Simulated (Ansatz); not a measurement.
## Cost against result

Saddle point of CH$_{7}$AlSe, singlet (CH₅Al ([CH3][AlH2]) + H₂Se → AlH₃Se ([AlH2][SeH]) + CH₄; bonds formed: C2–H5; dative contacts that become bonds: Al1–Se6; bonds broken: Al1–C2, H5–Se6), PBE0-D4/def2-TZVP structure:

Al1  (-1.009, 0.080, -0.464)
C2  (0.271, -0.700, 0.967)
H3  (-1.120, -0.879, -1.719)
H4  (-2.198, 0.860, 0.232)
H5  (0.686, 0.603, 0.116)
Se6  (0.756, 1.887, -0.974)
H7  (-0.470, -1.477, 1.222)
H8  (1.173, -1.234, 0.661)
H9  (0.465, -0.159, 1.896)
H10  (1.448, 1.019, -1.936)
(Å)

Barriers are electronic and count from the start structure reached by relaxing down the imaginary mode.

Program: Ansatz 0.2.0. Basis: as named in each row. Cores are frozen in the correlated methods. Filled d shells of the heavier atoms are correlated. The def2 sets are not built for correlating such inner shells, so the correlated values are less sure here. B3LYP uses VWN-RPA correlation. Extrapolation: Hartree–Fock as exp(−7.88 √X), correlation as X^−2.97.

Times are rough, for one single point on 4 threads of a shared host (Arm Neoverse V1).

The estimate by CCSD(T) at an estimated basis limit (MP2 extrapolated from triple and quadruple zeta, plus CCSD(T) − MP2 in triple zeta) is 0.704 eV.

| method | basis | time (s) | barrier (eV) | method less estimate |
| --- | --- | --- | --- | --- |
| HF | STO-3G | under 1 | 1.844 | 1.140 |
| PBE-D4 | STO-3G | under 1 | 0.704 | -0.001 |
| SPW92 | def2-SVP | under 1 | 0.247 | -0.457 |
| B3LYP-D4 | 6-31G | under 1 | 0.732 | 0.027 |
| PBE-D4 | def2-SVP | under 1 | 0.426 | -0.278 |
| PBE0-D4 | def2-SVP | 1 | 0.570 | -0.134 |
| SPW92 | def2-TZVPP | 1 | 0.260 | -0.445 |
| PBE-D4 | def2-TZVPP | 2 | 0.428 | -0.277 |
| BLYP-D4 | def2-TZVPP | 2 | 0.565 | -0.139 |
| B3LYP-D4 | def2-TZVPP | 2 | 0.658 | -0.046 |
| BHLYP-D4 | def2-TZVPP | 2 | 0.823 | 0.119 |
| PBE0-D4 | def2-TZVPP | 2 | 0.553 | -0.151 |
| CAM-B3LYP-D4 | def2-TZVPP | 3 | 0.741 | 0.036 |
| CCSD(T) | def2-SVP | 3 | 0.867 | 0.162 |
| r2SCAN-D4 | def2-TZVPP | 4 | 0.479 | -0.226 |
| RPA on PBE | def2-TZVPP | 4 | 0.761 | 0.056 |
| wB97M-V | def2-SVP | 4 | 0.732 | 0.028 |
| r2SCAN0-D4 | def2-TZVPP | 4 | 0.581 | -0.124 |
| B2PLYP | def2-TZVPP | 4 | 0.697 | -0.008 |
| PBE-QIDH | def2-TZVPP | 5 | 0.654 | -0.051 |
| wB97X-V | def2-TZVPP | 7 | 0.761 | 0.057 |
| B97M-V | def2-TZVPP | 8 | 0.680 | -0.025 |
| wB97M-V | def2-TZVPP | 8 | 0.734 | 0.030 |
| MP2 | def2-QZVPP | 17 | 0.632 | -0.072 |
| CCSD(T) | def2-TZVPP | 77 | 0.751 | 0.046 |

All methods are single points on the PBE0-D4 structures.

No T1 diagnostic of these runs exceeds 0.010.

Exchanges of this kind with a chalcogen hydride build sulfide and selenide films.

Labels in which every atom is bracketed show which atoms are joined, not bond orders.
